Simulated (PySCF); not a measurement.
System: sum formula GaO2H2, net charge 0, doublet state. It need not be the lowest isomer of its formula. 
Coordinates optimised at B3LYP-D3(BJ)/def2-TZVP (Ansatz):
```xyz
5

Ga     0.1855     0.1805     0.2316
O      0.7381    -0.1404    -1.4641
H      1.5997     0.2348    -1.6756
O     -1.4379    -0.5408     0.5901
H     -1.7505    -0.3816     1.4872
```
Charge 0, spin multiplicity 2.

Dispersion corrections to the total energy (kcal/mol) from the dftd3 and dftd4 libraries through PySCF: D3(BJ) without and D4 with the three-body term, each with the damping fitted for the functional named.

```json
[
 {"functional": "r2SCAN", "D3(BJ)": "-0.34", "D4": "?"},
 {"functional": "TPSS", "D3(BJ)": "?", "D4": "-2.00"},
 {"functional": "CAM-B3LYP", "D3(BJ)": "-1.11", "D4": "-1.26"},
 {"functional": "HF", "D3(BJ)": "-13.11", "D4": "-5.41"},
 {"functional": "B3LYP", "D3(BJ)": "-2.47", "D4": "?"},
 {"functional": "BP86", "D3(BJ)": "-2.29", "D4": "-2.00"},
 {"functional": "HSE06", "D3(BJ)": "-0.92", "D4": "-1.16"}
]
```

Problem. Fill in the missing entries.

Solution. 
- r2SCAN, D4: -0.33
- TPSS, D3(BJ): -1.67
- B3LYP, D4: -2.44
